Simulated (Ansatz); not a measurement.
Basis sets compared for SiSn2⁻ (the lowest doublet isomer of a short search). Total charge -1; doublet. Geometry r2SCAN-D4/def2-TZVPD. Ansatz on 4 threads of Intel Xeon 6975P-C on a shared host; times are rough, and most runs start from earlier orbitals.

```xyz
3

Si   -0.155    0.040    1.339
Sn   -0.905   -1.129   -0.748
Sn    1.060    1.089   -0.591
```

In the def2 sets Sn takes a core potential; there is no spin–orbit coupling. At PBE-D4/def2-SVPD, PBE-D4/def2-TZVPD the highest occupied level of the charge -1 doublet lies above zero (up to 0.21 eV). By energy differences its removal costs 2.11 eV (vertical, to the charge 0 singlet, at CCSD(T)/def2-TZVPPD). The structure comes from a short search, and lower isomers may exist.

```json
{"level": "PBE-D4/def2-SVPD", "functions": "88", "energy (Eh)": "-717.9290", "HOMO (eV)": "0.21", "LUMO (eV)": "0.83", "wall time": "0.65 s"}
{"level": "PBE0-D4/def2-SVPD", "functions": "88", "energy (Eh)": "-717.9629", "HOMO (eV)": "-0.60", "LUMO (eV)": "1.46", "wall time": "1.1 s"}
```

(1) Estimate the rows for PBE-D4/def2-TZVPD, PBE0-D4/def2-TZVPD.

Answers

(1) 
| level | functions | energy (Eh) | HOMO (eV) | LUMO (eV) | wall time |
| --- | --- | --- | --- | --- | --- |
| PBE-D4/def2-TZVPD | 155 | -718.0405 | 0.09 | 0.73 | 1.2 s |
| PBE0-D4/def2-TZVPD | 155 | -718.0719 | -0.69 | 1.36 | 2.1 s |
